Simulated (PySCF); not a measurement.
PySCF was given this input:
```python
from pyscf import gto, scf, mp

mol = gto.M(
    atom='''
C    -1.40700873   -0.23498905    0.35586216
O    -0.14375956   -0.85451969    0.15496303
C     0.92851875   -0.02131124   -0.00585032
O     0.98660082    1.05325548   -0.69954549
H    -1.56732136    0.53918173   -0.39984350
H    -2.14579180   -1.03046271    0.27000442
H    -1.47572555    0.21583575    1.35183367
H     1.31704847    0.22336064    1.03459411
''',
    basis='6-311g**',
    spin=2,
    verbose=3,
)

mf = scf.UHF(mol)
mf.kernel()

pt = mp.MP2(mf, frozen=4)
pt.kernel()
print('E(MP2) = %.10f' % pt.e_tot)
```

Task: What is the computed MP2 correlation energy (MP2/6-311G** (PySCF))?

Result: -0.6195 Eh

Task: What is the computed number of basis functions (MP2/6-311G**)?

Result: 96

Task: What nuclear repulsion energy does MP2/6-311G** give?

Result: 119.0614 Eh

Task: Estimate the SCF-reference dipole moment that MP2/6-311G** returns for this input.

Result: 1.88 D

Task: Predict the SCF-reference HOMO energy from MP2/6-311G**.

Result: -9.48 eV

These values belong to the state on which the SCF converged, which isn't shown to be the lowest.
